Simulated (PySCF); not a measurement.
Exercise with solution: oscillator strength and radiative lifetime

CH4I2OSi, SMILES C[Si](O)(I)I.

The structure is a stationary point at B3LYP-D3(BJ)/def2-SVP. This is a generated structure with no PubChem entry under its InChIKey; it may be hypothetical. The def2 effective core potentials stand for the cores of I; spin–orbit coupling is left out. The values are those of a single conformer.

TDDFT-M06-2X/def2-SVPD run with PySCF puts the first singlet state with f over 0.02 at 5.06 eV (vertical), with the transition dipole (0.000, 0.000, -0.552) in atomic units.

### Question
Find the oscillator strength, the wavelength and the radiative lifetime that this transition would have in vacuum if emission retraced absorption.

### Answer

|μ|² = 0.3047 au, so |μ| = 1.40 D. ΔE = 5.06/27.211 = 0.1860 hartree. f = (2/3) ΔE |μ|² = 0.038 (the program prints 0.038).
λ = 1239.84/5.06 = 245 nm; ν = 40812 cm⁻¹.
Einstein's coefficient A = 0.6670 ν² f s⁻¹ (ν in cm⁻¹) = 4.2e7 s⁻¹, so τ = 1/A = 24 ns. This state is S1. The figure is the radiative limit of this one transition; relaxation, internal conversion, crossing to triplets and a medium change what is measured.
